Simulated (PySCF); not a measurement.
Delta-SCF ions had no search for a lower state. Excitations are Tamm–Dancoff values on a coarser integration grid. The basis has no diffuse functions, so Rydberg states are missing or too high.

## C2H8O2S2Sn, SMILES `[Sn]([SH])([O]C)([SH])[O]C` (charge 0, multiplicity 1)

Method: PySCF with PBE0-D3(BJ)/def2-TZVP // PBE0-D3(BJ)/def2-SVP.

```yaml
HOMO: -7.80 eV
dipole_moment: 1.11 D
HOMO–LUMO gap: 5.92 eV
LUMO: -1.88 eV
S1 excitation (TDA): 4.56 eV
S1 oscillator strength: 0.010
brightest of the four lowest singlets (TDA): 4.96 eV
T1 excitation (TDA): 4.13 eV
S1–T1 gap (TDA): 0.43 eV
vertical ionisation energy (Delta-SCF): 9.46 eV
total_energy: -1241.8291 Ha
cost: roughly 15 core-minutes
```

```xyz
15

C     -2.1320    -0.4685    -1.0246
O     -1.5363    -0.4799     0.2457
Sn    -0.0660     0.7676     0.6943
S      0.2243     0.2708     3.0182
S     -0.5078     3.0194     0.0118
O      1.5453     0.3776    -0.3880
C      2.2439    -0.8297    -0.2357
H     -1.4852    -0.9253    -1.7971
H     -3.0634    -1.0567    -0.9769
H     -2.3979     0.5496    -1.3668
H     -0.7410    -0.6735     2.9188
H      0.5449     2.9493    -0.8370
H      3.2176    -0.7341    -0.7440
H      2.4438    -1.0812     0.8231
H      1.7100    -1.6853    -0.6902
```
Charge 0, spin multiplicity 1.
